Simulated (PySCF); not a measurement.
## B (boron, neutral) across methods

[He] 2s2 3s1, 2S determinant (an excited configuration). Computed with PySCF 2.14 in aug-cc-pwCVTZ (7s6p4d2f, 59 functions), with the non-relativistic Hamiltonian (point nucleus).

```tsv
method	E (hartree)	mean ε 2s α (eV)	mean ε 2s β (eV)	mean ε 3s α (eV)	Σ⟨r²⟩ (bohr²)	⟨S²⟩
LDA	-24.1603	-14.337	-14.204	-1.824	45.11	0.750
r2SCAN	-24.4337	-14.722	-14.648	-1.852	46.27	0.750
PBE0	-24.4236	-15.770	-15.618	-2.267	45.93	0.750
PBE	-24.4163	-14.458	-14.340	-1.914	45.88	0.750
BHandHLYP	-24.4558	-16.912	-16.729	-2.385	45.34	0.750
CAM-B3LYP	-24.4399	-17.156	-17.006	-2.676	45.12	0.750
wB97X	-24.4530	-18.225	-18.104	-3.202	46.10	0.750
UHF	-24.34702	-18.852	-18.536	-2.999	46.20	0.750
HSE06	-24.4266	-15.362	-15.205	-1.957	45.97	0.750
```

The outer electron is Rydberg-like, and this basis confines it to a smaller radius and binds it less than a complete one would.
